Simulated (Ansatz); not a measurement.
Reaction (redistribution): `[OH][Ga]([Cl])[O][SiH3]` + `BO[SiH2]C` → `B[O][Ga]([Cl])[O][SiH3]` + `C[SiH2]O`

Computed with Ansatz on PBE0-D4/def2-TZVP structures; ΔE is electronic, products minus reactants. CCSD(T)/CBS adds triple-zeta CCSD(T) − MP2 to the extrapolated MP2 energy (def2 sets, frozen cores). This one scheme is used for every species. Functionals use def2-TZVPP. For Ga outer-core shells are correlated without core-valence functions, which leaves a few kJ/mol of doubt a bond. Scalar relativity is left out up to krypton. Each species was taken in one conformer, which may not be the lowest.

(1) Is it downhill or uphill in electronic energy at CCSD(T)/CBS, and by how much? (Estimate.)

(2) What do these levels give: ωB97X-V, HF/def2-TZVPP, SCS-MP2/def2-TZVPP, SCS-MP2/def2-QZVPP, HF/CBS(def2), MP2/CBS(def2)? (Estimate.)

Largest T1 diagnostic among the species: 0.014.

Answers

(1) Ansatz gave: Uphill: ΔE = +0.10 eV.

(2) Computed: ωB97X-V 0.09, HF/def2-TZVPP 0.09, SCS-MP2/def2-TZVPP 0.09, SCS-MP2/def2-QZVPP 0.10, HF/CBS(def2) 0.10, MP2/CBS(def2) 0.11 eV.
